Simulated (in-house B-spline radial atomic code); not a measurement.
The numbers below are computed, except where a source is named.
**Correlation energy from the adiabatic connection: −Z/r, Z = 2, wall at 2 bohr**

Two electrons in a singlet, external potential −Z/r, Z = 2, wall at 2 bohr (atomic units). Full CI in B-splines (partial waves to l = 8, correlation up to 0.6 % small) with the density held fixed gives W(λ) = <V_ee>_λ − U, and E_c is the integral of W(λ) − W(0) from 0 to 1.

```
   λ  W(λ) − W(0) (hartree)
   0                0.00000
0.02               -0.00185
0.05               -0.00461
0.12               -0.01092
0.25               -0.02221
 0.4               -0.03459
 0.6               -0.05009
 0.8               -0.06456
   1               -0.07808
```

Question: Integrate the table by the trapezoid rule.

Answer: The strips give -0.00002, -0.00010, -0.00054, -0.00215, -0.00426, -0.00847, -0.01147, -0.01426, which sum to -0.04127 hartree. The direct value, W(1) − W(0) + T_c with T_c = 0.03675, is -0.04134; the curve is convex, so chords lie above it and the trapezoids fall short in size by 0.16 %.

Question: Now use only three numbers: W(0) = -1.2442, the initial slope W'(0) = -0.09311 (extrapolated from the first points) and the strong-coupling limit of the point-charge-plus-continuum model, W∞ = -1.5986. What do second-order theory and the interpolation W(λ) = W∞ + (W(0) − W∞)/√(1 + 2χλ) of Seidl, Perdew and Levy give?

Answer: Second order keeps the slope alone: E_c = W'(0)/2 = -0.04655, +13 % in size against -0.04134. Matching the slope fixes χ = W'(0)/(W∞ − W(0)) = -0.09311/(-0.35440) = 0.26273. Integrating, with s = √(1 + 2χ) = 1.235092, E_c = −(W(0) − W∞)(s − 1)/(s + 1) = −0.35440 × 0.235092/2.235092 = -0.03728 hartree, -9.8 % in size against the full result. At λ = 1 the formula gives W − W(0) = -0.06746 against -0.07808. Part of the miss can come from the model's W∞.
